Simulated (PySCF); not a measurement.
# Peak assignment

Numbering as in the mapped SMILES `[CH3:1][NH:2][Si@@H:3]1[CH:4]=[CH:5][C:6]1=[O:7]`. Each H is labelled by its parent atom.

PySCF 2.14.0 with density-fitted response routines calculation with structure optimised with GFN2-xTB and PBE0/pcSseg-1 with gauge-including orbitals; non-relativistic, averaged over atoms made equivalent by symmetry, fast rotation or ring inversion, gas phase, one computed conformer.

δ = σ(ref) − σ, references computed at the same level: 13C (186.93 ppm), 1H (31.72 ppm) vs TMS.

**Question.** Assign these signals to the numbered atoms. 13C{1H} NMR (computed): δ 230.5 (C), 203.6 (CH), 177.0 (CH), 33.1 (CH3).

**Answer.** 
| δ (ppm) | atoms | environment | reason |
| --- | --- | --- | --- |
| 230.5 | C6 | carbonyl carbon | – |
| 203.6 | C4 | β carbon of a C=C–C=O unit | conjugation with the carbonyl draws π density from the β position |
| 177.0 | C5 | α carbon of a C=C–C=O unit | – |
| 33.1 | C1 | methyl carbon bonded to N | the inductive effect lowers its shielding |

**Question.** Assign these signals to the numbered atoms. 1H NMR (400 MHz, computed): δ 10.00 (m, 1H), 7.88 (d, 1H), 5.56 (m, 1H), 2.95 (s, 3H), 0.86 (br s, 1H).

**Answer.** 
10.00 → H(C4), hydrogen on a β carbon of a C=C–C=O unit
7.88 → H(C5), hydrogen on an α carbon of a C=C–C=O unit: olefinic region
5.56 → H(Si3), hydrogen on a silicon bonded to 2 C, N, in a 4-membered ring
2.95 → H(C1), hydrogen on a methyl carbon bonded to N: its carbon carries N, an electronegative neighbour
0.86 → H(N2), hydrogen on a nitrogen bonded to C, Si: exchangeable, gas-phase position

The OH or NH signal is concentration- and solvent-dependent in practice; the value given is the gas-phase one. Shifts are as computed. Against solution values, carbons near 30 ppm lie about +3 ppm off and those near 130 ppm about +5 ppm. Of 1309 compounds with measured shifts, 239 miss one by over three times the rms of a fit or turn the order of signals round; such compounds aren't used in these exercises. No couplings were computed; multiplicities are counted from neighbouring protons, with m where these are inequivalent, close in shift, in a saturated or five-membered ring or joined by F or P, and br s for small geminal =CH2 splittings.
